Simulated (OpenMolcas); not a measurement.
## Si2+: from CASSCF to CASPT2

- Program: OpenMolcas
- Basis: ANO-RCC-VTZP [5s4p2d1f]
- Scalar Hamiltonian: DKH2, point nucleus
- Active space: 2 electrons in 8 orbitals (3s 3p 4s 4p)
- State averaging: 2S+1 = 3 even, 3 roots; 2S+1 = 1 even, 7 roots; 2S+1 = 3 odd, 3 roots; 2S+1 = 1 odd, 3 roots
- Spin-orbit coupling: state interaction with AMFI integrals over the reference wave functions, term energies averaged over their components

Methods on the same reference wave functions:
A. CASSCF
B. SS-CASPT2, IPEA 0.25 Eh, imaginary shift 0.1 Eh (closed shells correlated: 2s 2p)
C. MS-CASPT2, IPEA 0.25 Eh, imaginary shift 0.1 Eh (closed shells correlated: 2s 2p)

Energies in cm⁻¹ above 3s² ¹S₀, the measured ground level; measured values from NIST levels in Kelleher and Podobedova, J. Phys. Chem. Ref. Data 37, 1285 (2008).

```tsv
Level	A	B	C	Measured
3s² ¹S₀	0.0	0.0	0.0	0.0
3s 3p ³P°₀	52482	52018	52019	52725
3s 3p ³P°₁	52589	52125	52126	52853
3s 3p ³P°₂	52805	52341	52342	53115
3s 3p ¹P°₁	93039	85047	85048	82884
```

Deviations, from unrounded energies. A percentage is the sum of absolute deviations over the sum of measured energies, with the sign that they share, or ± where signs differ.

```csv
Against measurement,Levels,A,B,C
mean absolute deviation (cm-1),4,2700,1100,1100
other configurations (%),4,±4.5,±1.8,±1.8
```

B, C lie about equally close to measurement and A furthest from it. The largest miss of C in the table is 3s 3p ¹P°₁, by +2200 cm-1. The ranking rests on the paired levels alone, and a cruder setting can come out closer through cancelling errors.

Between B and C no level of the table moves by more than 5 cm-1.

The lowest spin-free term lies below A's lowest term by 0.021 hartree in B, 0.021 hartree in C.

Over all roots computed the reference weight is 0.90 to 1.00 in B, 0.90 to 1.00 in C; the roots of lowest weight are the least certain, and an intruder state may touch them. The run also gave levels led by 3s 4s, which use shells meant for correlation; these and all levels above them are left out. Measured partners are found by configuration, term and J. A level has none where our copy of the source lacks it or the pairing is in doubt (some pairs that miss far off the trend of their configuration count as doubtful), and it then counts in no deviation. Levels of configurations outside the active space are missing. Levels that lie high or do not pair safely by name in every column are left out.

° marks odd parity.
